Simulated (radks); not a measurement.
Results of a calculation; reference values are marked as such.
Initial-state core-level shifts of neutral arsenic when its valence configuration changes from [Ar] 3d10 4s2 4p3. Level of theory: Dirac Kohn-Sham, BLYP, spin-unpolarised, spherical densities, finite nucleus; open shells fill j = l - 1/2 first; Fermi nuclear charge, rms radius 4.0968 fm (a radial shooting solver on a logarithmic mesh with Libxc functionals). Shifts are changes of the shell-averaged eigenvalues in eV (positive: less bound); the change of the density at the nucleus, which sets a Mossbauer isomer shift, is in e/bohr^3, on a base of 3.557e+04.

3d8 4s2 4p5: 1s -26.487; 2s -29.460; 3s -23.200; 3p -22.732; density at nucleus +28.920
3d9.5 4s2 4p3.5: 1s -6.285; 2s -6.957; 3s -5.656; 3p -5.539; density at nucleus +6.792
3d7 4s2 4p6: 1s -41.041; 2s -45.757; 3s -35.299; 3p -34.611; density at nucleus +45.064
3d9 4s2 4p4: 1s -12.797; 2s -14.191; 3s -11.414; 3p -11.179; density at nucleus +13.881
3d10 4s1 4p4: 1s -1.758; 2s -1.695; 3s -1.724; 3p -1.717; density at nucleus -22.092
3d7.5 4s2 4p5.5: 1s -33.658; 2s -37.483; 3s -29.214; 3p -28.634; density at nucleus +36.857
3d9 4s1 4p5: 1s -14.421; 2s -15.768; 3s -13.003; 3p -12.760; density at nucleus -11.793
3d10 4p5: 1s -3.413; 2s -3.291; 3s -3.353; 3p -3.338; density at nucleus -45.754
